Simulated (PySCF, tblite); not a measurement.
Species: C4H8BF4N.
Z-matrix (Å and degrees, GFN2-xTB geometry), rows numbered from 1:
```
C 
C   1  1.3175
F   2  1.3772  1  117.89
C   2  1.4886  1  131.50  3   176.29
B   4  1.6691  2  111.75  1  -101.34
N   5  1.6284  4  105.20  2   -63.45
C   4  1.5060  2  111.68  1    22.37
F   7  1.3410  4  114.45  2   -68.69
F   7  1.3434  4  111.75  2   170.51
F   7  1.3549  4  113.16  2    52.06
H   1  1.0753  2  120.71  3     1.17
H   1  1.0715  2  121.56  3  -179.10
H   4  1.0964  2  108.03  1   137.85
H   5  1.1849  4  111.38  2    52.30
H   5  1.1848  4  111.01  2  -178.89
H   6  1.0174  5  109.68  4    57.32
H   6  1.0144  5  108.96  4   177.42
H   6  1.0161  5  110.03  4   -62.25
```

Jobs on this species (18 atoms, 80 electrons) with PySCF (density fitting) and tblite. Hardware of each: Arm Neoverse N1, one thread, shared host. Other jobs ran on the host; a repeat could differ by tens of per cent or more.

```
level and settings                                                                        work  basis functions  SCF cycles  wall time
     PBE0/pcSseg-1  shieldings, charges and field gradients, density and orbital grids written              210           ?          ?
          GFN2-xTB                                               Hessian by finite differences                –           –      1.1 s
          GFN2-xTB                                                           L-BFGS relaxation                –           –     0.96 s
```

Fill in the missing figures.

- PBE0/pcSseg-1; shieldings, charges and field gradients, density and orbital grids written: 88 s, 14 SCF cycles

What do all jobs in the table cost together?

About 90 s; the longest takes about 98 % of that, and about 92 times as long as the shortest.
